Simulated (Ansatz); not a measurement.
CH₃ClGeO (`C[O][Ge][Cl]`). Total charge 0; spin multiplicity 1.

```tsv
atom	x (Å)	y (Å)	z (Å)
C1	-0.4301	-0.7339	-0.1369
O2	-0.5322	0.2975	0.8193
Ge3	0.3732	1.7895	1.0645
Cl4	1.8350	1.6914	-0.5966
H5	-0.2419	-1.6794	0.3785
H6	0.3741	-0.5502	-0.8536
H7	-1.3781	-0.8150	-0.6752
```

Question: List the harmonic frequencies (cm⁻¹, unscaled) at PBE0-D4/def2-TZVP in Ansatz. (Best estimate.)

Answer: Computed: 64, 162, 164, 304, 375, 603, 1118, 1173, 1190, 1466, 1490, 1493, 3035, 3110, 3119.

Question: Is this a minimum?

Answer: Yes, all 15 modes are real.

Question: Give the ideal-gas thermochemistry at 298.15 K and 1 bar (rigid rotor, harmonic oscillator; point group Cs, symmetry number 1).

Answer: Zero-point energy 112.9 kJ/mol; H(298) − E = 130.7 kJ/mol; entropy 335.1 J/(mol·K), of which translation 170.4, rotation 112.7, vibration 52.0; G(298) − E = 30.8 kJ/mol. Modes under 100 cm⁻¹ are hindered rotations or soft bends, so the harmonic entropy is rough.

Question: And at 400, 500, 600, 800 and 1000 K?

Answer: 
```json
{"T (K)": "400", "H − E (kJ/mol)": "139.2", "S (J/mol/K)": "359.7", "G − E (kJ/mol)": "-4.6"}
{"T (K)": "500", "H − E (kJ/mol)": "148.5", "S (J/mol/K)": "380.4", "G − E (kJ/mol)": "-41.6"}
{"T (K)": "600", "H − E (kJ/mol)": "158.6", "S (J/mol/K)": "398.8", "G − E (kJ/mol)": "-80.6"}
{"T (K)": "800", "H − E (kJ/mol)": "180.8", "S (J/mol/K)": "430.6", "G − E (kJ/mol)": "-163.6"}
{"T (K)": "1000", "H − E (kJ/mol)": "205.1", "S (J/mol/K)": "457.6", "G − E (kJ/mol)": "-252.5"}
```
